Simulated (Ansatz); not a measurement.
Cu₂Cl₂⁻, 4 atoms. Hardware: 4 threads of Intel Xeon on a shared host.

The 6-31G sets use Cartesian d functions.

Q: How many basis functions does each of these Ansatz runs have, and roughly what does it cost? PBE0-D4/def2-TZVPD, charge -1 quartet, energy, from earlier orbitals; r2SCAN-D4/def2-SVPD, charge -1 quartet, relaxation, 7 steps; HF/STO-3G, charge -1 quartet, energy; r2SCAN-D4/def2-TZVPD, charge 0 triplet at the geometry of the charge -1 doublet, energy, from earlier orbitals; PBE-D4/def2-TZVPD, charge -1 doublet, energy and forces, from earlier orbitals; HF/6-31G, charge -1 doublet, energy; PBE-D4/def2-TZVPD, charge 0 triplet at the geometry of the charge -1 doublet, energy, from earlier orbitals; PBE-D4/def2-TZVPD, charge 0 singlet at the geometry of the charge -1 doublet, energy, from earlier orbitals; LC-ωPBE/def2-TZVPD, charge -1 quartet, energy, from earlier orbitals; HF/STO-3G, charge -1 doublet, energy; r2SCAN-D4/def2-SVPD, charge -1 doublet, relaxation, 9 steps; PBE-D4/def2-TZVPD, charge -1 quartet, energy, from earlier orbitals.

A: Other jobs shared the machine, so times can vary by a factor of up to 3. A dash marks memory too small to be measured apart from the calling script's.

```json
{"run": "HF/6-31G, charge -1 doublet, energy", "functions": "84", "fitting or Cholesky vectors": "855", "wall time": "3 s", "peak host memory (GiB)": "–"}
{"run": "PBE-D4/def2-TZVPD, charge 0 singlet at the geometry of the charge -1 doublet, energy, from earlier orbitals", "functions": "188", "fitting or Cholesky vectors": "1498", "wall time": "3.3 s", "peak host memory (GiB)": "–"}
{"run": "HF/STO-3G, charge -1 doublet, energy", "functions": "54", "fitting or Cholesky vectors": "503", "wall time": "6 s", "peak host memory (GiB)": "–"}
{"run": "PBE-D4/def2-TZVPD, charge -1 doublet, energy and forces, from earlier orbitals", "functions": "188", "fitting or Cholesky vectors": "1498", "wall time": "6 s", "peak host memory (GiB)": "–"}
{"run": "PBE-D4/def2-TZVPD, charge -1 quartet, energy, from earlier orbitals", "functions": "188", "fitting or Cholesky vectors": "1498", "wall time": "7 s", "peak host memory (GiB)": "–"}
{"run": "HF/STO-3G, charge -1 quartet, energy", "functions": "54", "fitting or Cholesky vectors": "503", "wall time": "8 s", "peak host memory (GiB)": "–"}
{"run": "PBE-D4/def2-TZVPD, charge 0 triplet at the geometry of the charge -1 doublet, energy, from earlier orbitals", "functions": "188", "fitting or Cholesky vectors": "1498", "wall time": "8.5 s", "peak host memory (GiB)": "–"}
{"run": "r2SCAN-D4/def2-TZVPD, charge 0 triplet at the geometry of the charge -1 doublet, energy, from earlier orbitals", "functions": "188", "fitting or Cholesky vectors": "1498", "wall time": "19 s", "peak host memory (GiB)": "–"}
{"run": "PBE0-D4/def2-TZVPD, charge -1 quartet, energy, from earlier orbitals", "functions": "188", "fitting or Cholesky vectors": "1488", "wall time": "22 s", "peak host memory (GiB)": "0.86"}
{"run": "LC-ωPBE/def2-TZVPD, charge -1 quartet, energy, from earlier orbitals", "functions": "188", "fitting or Cholesky vectors": "1498", "wall time": "24 s", "peak host memory (GiB)": "0.89"}
{"run": "r2SCAN-D4/def2-SVPD, charge -1 quartet, relaxation, 7 steps", "functions": "122", "fitting or Cholesky vectors": "1352", "wall time": "45 s", "peak host memory (GiB)": "–"}
{"run": "r2SCAN-D4/def2-SVPD, charge -1 doublet, relaxation, 9 steps", "functions": "122", "fitting or Cholesky vectors": "1352", "wall time": "49 s", "peak host memory (GiB)": "–"}
```
